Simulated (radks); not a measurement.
These are the eigenvalues of the occupied orbitals of an atom or ion with whole-number occupations (eV). Method: scalar-relativistic Kohn-Sham, BLYP, spin-polarised, spherical densities, finite nucleus; Fermi nuclear charge, rms radius of each element as measured or else 0.836 A^(1/3) + 0.57 fm; computed with a radial shooting solver on a logarithmic mesh with Libxc functionals.

orbital  eigenvalue
1s up     -61259.11
1s down   -61259.10
2s up     -10400.92
2s down   -10400.90
2p up     -9171.645
2p down   -9171.627
3s up     -2364.905
3s down   -2364.428
3p up     -1994.244
3p down   -1993.766
3d up     -1542.344
3d down   -1541.977
4s up     -486.4071
4s down   -485.4314
4p up     -364.5888
4p down   -363.6335
4d up     -204.1399
4d down   -203.2058
5s up      -77.9489
5s down    -77.4738
5p up      -49.3249
5p down    -48.9657
4f up      -28.3412
4f down    -27.4952
6p up      -13.2212

Which element is it, and in what charge state? The configuration may be excited. Open shells, if any, are filled with parallel spins first.

Answer. Z = 70, ytterbium, charge +2: Yb2+ in [Xe] 4f13 6p1. The list shows which subshells hold electrons but not how many an open one holds; the 1s level, -2251.2 hartree, gives Z - s = 67.1 by -(Z - s)^2/2, which with screening and relativity narrows Z to a few neighbours, and the depths of the outer levels then fix element, charge and occupations together.
